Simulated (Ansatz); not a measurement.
Two isomers of C2H6BClSi: A = `B[C@H]1C[Si@H]1Cl`, B = `ClBC1C[SiH2]1`.

Computed with Ansatz on PBE0-D4/def2-TZVP structures; ΔE is electronic, products minus reactants. CBS: MP2 limit from def2 TZ/QZ plus the TZ coupled-cluster correction, frozen cores. Functionals use def2-TZVPP. B3LYP here is the variant with VWN-RPA as its local correlation; programs differ in this. Each species was taken in one conformer, which may not be the lowest.

(1) Which is lower in electronic energy at CCSD(T)/CBS, and by how much? (Best estimate.)

(2) Give E(B) − E(A) in kJ/mol with r2SCAN-D4, HF/def2-TZVPP, CCSD/def2-TZVPP, CCSD(T)/def2-TZVPP, PBE-D4, B3LYP-D4, B3LYP. (Best estimate.)

Largest T1 diagnostic: 0.011.

Answers

(1) The calculation gave: B, by 14.1 kJ/mol.

(2) Ansatz gave: r2SCAN-D4 -14.6, HF/def2-TZVPP -8.0, CCSD/def2-TZVPP -15.1, CCSD(T)/def2-TZVPP -16.8, PBE-D4 -17.7, B3LYP-D4 -14.3, B3LYP -13.4. None reverses the order clearly.

In def2-TZVPP, CCSD(T) changes the Hartree–Fock value by −8.7 kJ/mol (the triples alone add −1.7 kJ/mol) and MP2 by −8.8 kJ/mol.
